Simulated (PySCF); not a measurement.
C3H5ClOSi, SMILES Cl[Si@@H]1CC=CO1.

Coordinates come from a B3LYP-D3(BJ)/def2-SVP optimisation. The structure was generated by enumeration; whether it is a known compound was not checked. Other conformers were not sampled.

Level of theory: B3LYP-D3(BJ)/def2-SVP run with PySCF.

Frequencies are harmonic and unscaled.

Question: Give all harmonic wavenumbers and intensities. (An estimate is asked for; the answer gives what the named calculation found.)

Answer: 
| mode | ν (cm⁻¹) | IR (km/mol) | Raman (Å⁴/amu) | depolarisation | moving atoms (share of kinetic energy) |
|---|---|---|---|---|---|
| 1 | 86 | 0.1 | 2.7 | 0.74 | C 39 %, Cl 24 %, H 17 %, O 12 %, Si 9 % |
| 2 | 183 | 1.3 | 4.7 | 0.74 | C 28 %, Cl 23 %, Si 18 %, H 18 %, O 13 % |
| 3 | 254 | 4.2 | 1.6 | 0.52 | O 29 %, Cl 24 %, H 21 %, C 15 %, Si 11 % |
| 4 | 434 | 2.3 | 4.3 | 0.45 | C 40 %, H 34 %, O 11 %, Cl 9 % |
| 5 | 473 | 42.3 | 5.2 | 0.34 | Si 37 %, C 28 %, O 16 %, H 12 % |
| 6 | 557 | 73.0 | 5.6 | 0.17 | Si 37 %, Cl 27 %, C 16 %, O 12 % |
| 7 | 660 | 8.1 | 11.7 | 0.58 | H 46 %, C 36 %, Si 14 % |
| 8 | 700 | 22.0 | 1.5 | 0.44 | H 47 %, C 31 %, Si 17 % |
| 9 | 733 | 33.4 | 5.9 | 0.75 | H 72 %, C 18 % |
| 10 | 763 | 22.0 | 4.5 | 0.62 | H 76 %, C 19 % |
| 11 | 775 | 77.7 | 10.3 | 0.13 | O 42 %, Si 31 %, C 15 %, H 11 % |
| 12 | 863 | 55.4 | 3.8 | 0.70 | C 40 %, H 35 %, O 15 %, Si 10 % |
| 13 | 875 | 163.2 | 4.7 | 0.65 | H 70 %, C 16 %, Si 10 % |
| 14 | 940 | 3.1 | 1.2 | 0.65 | H 72 %, C 28 % |
| 15 | 953 | 15.4 | 5.5 | 0.17 | C 55 %, H 44 % |
| 16 | 1055 | 130.1 | 8.2 | 0.54 | H 44 %, C 29 %, O 27 % |
| 17 | 1103 | 18.2 | 4.3 | 0.73 | H 87 %, C 13 % |
| 18 | 1186 | 2.1 | 2.6 | 0.12 | C 48 %, H 47 % |
| 19 | 1207 | 104.8 | 9.8 | 0.53 | H 65 %, C 20 %, O 15 % |
| 20 | 1356 | 3.4 | 0.9 | 0.68 | H 66 %, C 33 % |
| 21 | 1407 | 5.0 | 24.1 | 0.61 | H 91 %, C 9 % |
| 22 | 1678 | 71.9 | 15.5 | 0.08 | C 90 %, H 9 % |
| 23 | 2290 | 109.6 | 148.4 | 0.21 | H 97 % |
| 24 | 3030 | 10.2 | 157.8 | 0.17 | H 94 % |
| 25 | 3084 | 3.0 | 95.2 | 0.66 | H 91 %, C 9 % |
| 26 | 3198 | 0.1 | 94.2 | 0.70 | H 92 % |
| 27 | 3220 | 12.5 | 204.7 | 0.16 | H 90 %, C 10 % |
